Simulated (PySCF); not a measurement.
CF3, SMILES F[C+](F)F, charge +1. Heavy atoms are numbered as in [C+:1]([F:2])([F:3])[F:4].

Geometry: B3LYP-D3(BJ)/def2-TZVP.

All values below come from HF/pcSseg-2 (PySCF).

GIAO shieldings, no solvent; atoms alike by connectivity are averaged. δ = σ(ref) − σ: ¹³C against TMS (σ = 193.3 ppm); ¹⁹F against CFCl3 (σ = 237.3 ppm), references at their B3LYP-D3(BJ)/def2-TZVP geometries, non-relativistic.

**Question.** Estimate the chemical shifts. (The exact figures need the calculation; the answer reports its results.)

**Answer.** 
| nucleus | atoms | count | δ (ppm) |
|---|---|---|---|
| ¹³C | C1 | 1 | 163.7 |
| ¹⁹F | F2 | 3 | 66.9 |
